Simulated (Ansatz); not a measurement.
One change: `[NH2][In]([SH])[SH]` becomes `[SH][In]([SH])[Cl]`.

Ansatz, PBE0-D4/def2-TZVP geometries, multiplicity 1. Each molecule was computed in one conformer, which needn't be the lowest.

Elements past krypton have def2 core potentials.

| property | `[NH2][In]([SH])[SH]` |
| --- | --- |
| ideal-gas entropy at 298 K and 1 bar (rigid rotor, harmonic PBE0-D4/def2-TZVP) / J/(mol·K) | 382 |
| zero-point energy (PBE0-D4/def2-TZVP) / kJ/mol | 113.6 |
| LUMO energy (PBE0/def2-TZVPP) / eV | -1.35 |
| HOMO–LUMO gap (ωB97M-V/def2-TZVPP) / eV | 10.07 |
| HOMO–LUMO gap (PBE0/def2-TZVPP) / eV | 6.01 |
| size of the dipole moment (PBE/def2-TZVPP) / D | 0.96 |

(1) Give the same properties after the change, and the shifts. (An estimate is asked.)

## Answers

(1) Ansatz gave: 
| property | `[SH][In]([SH])[Cl]` | shift |
| --- | --- | --- |
| ideal-gas entropy at 298 K and 1 bar (rigid rotor, harmonic PBE0-D4/def2-TZVP) / J/(mol·K) | 377 | -5 |
| zero-point energy (PBE0-D4/def2-TZVP) / kJ/mol | 51.4 | -62.2 |
| LUMO energy (PBE0/def2-TZVPP) / eV | -2.08 | -0.73 |
| HOMO–LUMO gap (ωB97M-V/def2-TZVPP) / eV | 9.85 | -0.22 |
| HOMO–LUMO gap (PBE0/def2-TZVPP) / eV | 5.79 | -0.22 |
| size of the dipole moment (PBE/def2-TZVPP) / D | 1.65 | 0.69 |

With PBE0 the HOMO falls by 0.51 eV and the LUMO falls by 0.73 eV, so the gap narrows by about 0.22 eV. PBE moves the HOMO by -0.62 eV and ωB97M-V by -0.42 eV. The zero-point energy changes by -62.2 kJ/mol with -6 modes. Dipoles are sizes alone; their direction can turn.
